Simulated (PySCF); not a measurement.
Cl²⁺ (chlorine, charge +2) across methods

[Ne] 3s1 3p3 4s1, high-spin 6S determinant (an excited configuration). Computed with PySCF 2.14 in aug-cc-pwCVDZ (6s5p3d, 36 functions), with no relativity, point nucleus.

```csv
method,E (hartree),mean ε 3s α (eV),mean ε 3p α (eV),mean ε 4s α (eV),Σ⟨r²⟩ (bohr²),⟨S²⟩
PBE0,-457.5361,-56.630,-41.686,-16.090,27.07,8.750
wB97M-V,-457.6606,-58.592,-43.649,-17.795,26.92,8.750
PBEsol,-456.8135,-53.228,-39.630,-15.501,26.98,8.750
UHF,-457.17891,-65.713,-46.976,-17.570,27.54,8.750
PW91,-457.6627,-53.403,-39.763,-15.550,26.90,8.750
M06-L,-457.6585,-54.874,-40.377,-15.444,27.30,8.750
LDA,-456.1696,-53.081,-39.618,-15.703,26.89,8.750
PBE,-457.4935,-53.364,-39.704,-15.496,26.94,8.750
```

Task: Estimate the same row for r2SCAN.

Result: E (hartree) = -457.6694; mean ε 3s α (eV) = -54.919; mean ε 3p α (eV) = -40.499; mean ε 4s α (eV) = -15.501; Σ⟨r²⟩ (bohr²) = 27.33; ⟨S²⟩ = 8.750.

The outer electron is Rydberg-like, and this basis confines it to a smaller radius and binds it less than a complete one would.
